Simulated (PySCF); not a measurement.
C6H6N, SMILES Nc1[c]cccc1, multiplicity 2.

Geometry optimised at r2SCAN-D4/def2-SVP. The isomer is the one that the SMILES or the coordinates give; other isomers of the formula were not compared. One conformer was computed; it need not be the lowest.

Computed with PBE/def2-TZVP (PySCF).

Gas-phase values at a fixed geometry.

```
Item                                                                                                             Value
---------------------------------------------------------------------------------------------  -----------------------
total energy                                                                                        -286.65846 hartree
α spin, highest occupied and lowest empty level                                                     -5.05 and -1.06 eV
β spin, highest occupied and lowest empty level                                                     -4.96 and -3.28 eV
dipole moment                                                                                                   1.66 D
quadrupole, principal values (traceless, Buckingham form, about the centre of nuclear charge)  -11.34, 1.02, 10.33 D·Å
mean static polarisability                                                                       77.8 bohr³ (11.53 Å³)
polarisability, principal values                                                               44.1, 83.4, 105.9 bohr³
⟨S²⟩                                                                                           0.756 (pure state 0.75)
```
